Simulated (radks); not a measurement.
Question: All-electron calculation, non-relativistic Kohn-Sham, PBE, spin-unpolarised, spherical densities, point nucleus. Program: a radial shooting solver on a logarithmic mesh with Libxc functionals. Each species is in its NIST ground configuration. Rank Ar2+, S2+, P2+, Si2+, Cl2+, Al2+, Mg2+ by Delta-SCF ionisation energy (eV), largest first.

Answer: Mg2+ 81.198, Ar2+ 42.587, Cl2+ 38.313, S2+ 34.050, Si2+ 33.902, P2+ 29.750, Al2+ 28.389.
